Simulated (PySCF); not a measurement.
NICS in rings of unrelated molecules.

Probes without a nucleus sit at each ring's centroid and 1 Å off its mean plane on both sides; NICS is minus the shielding there, NICSzz its component along the normal. Level: GIAO PBE0/pcSseg-1 (PySCF, non-relativistic, gas phase) on the GFN2-xTB geometries, one conformer each. Atom numbers follow the mapped SMILES.

Question: Order these rings by mean NICS(1)zz, lowest (most negative) first (ppm).
A. ring C3–C4–C5–C10 in `[CH3:1][O:2][C@H:3]1[CH2:4][C@:5]([CH3:6])([C:7](=[O:8])[OH:9])[CH2:10]1`
B. ring C4–P5–C6–P7–C8–P11 in `[CH3:1][CH:2]([CH3:3])[c:4]1[p:5][cH:6][p:7][c:8]([C:9]#[N:10])[p:11]1`
C. ring C5–C6–C7–C8–C10–C11 in `[CH:1]#[C:2][P:3]([PH2:4])[c:5]1[cH:6][cH:7][c:8]([F:9])[cH:10][cH:11]1`
D. ring C6–C7–C8–C9–C10 in `[CH2:1]=[CH:2][P@:3](=[O:4])([O-:5])[C:6]1=[CH:7][CH2:8][CH2:9][CH2:10]1` (charge -1)

Answer: C (-26.5), B (-21.6), D (-3.0), A (2.3).

| SMILES | ring | NICS(0) | NICS(1) | NICS(1)zz | HOMA | rms pucker (Å) | ring atoms with four or more neighbours |
| --- | --- | --- | --- | --- | --- | --- | --- |
| C#CP(P)c1ccc(F)cc1 | 6-membered carbocycle; formal bonds all aromatic | -9.6 | -11.0 | -26.5 | 0.99 | 0.01 | 0 |
| CC(C)c1pcpc(C#N)p1 | 6-membered ring with 3 P; formal bonds all aromatic | -6.2 | -9.5 | -21.6 | 0.77 | 0.00 | 0 |
| C=C[P@](=O)([O-])C1=CCCC1 | 5-membered carbocycle; formal bonds 1 double, 4 single | -2.5 | -3.3 | -3.0 | – | 0.08 | 3 |
| CO[C@H]1C[C@](C)(C(=O)O)C1 | 4-membered carbocycle; formal bonds all single | -3.0 | -1.7 | 2.3 | – | 0.09 | 4 |

NICS(0) gives another order. The isotropic NICS(1) gives the same order. HOMA uses Krygowski's 1993 parameters; it is left out where a ring has a four-coordinate atom, a triple bond, no multiple bond or a kind of bond without parameters. NICS(1) and NICS(1)zz are means over the two faces.
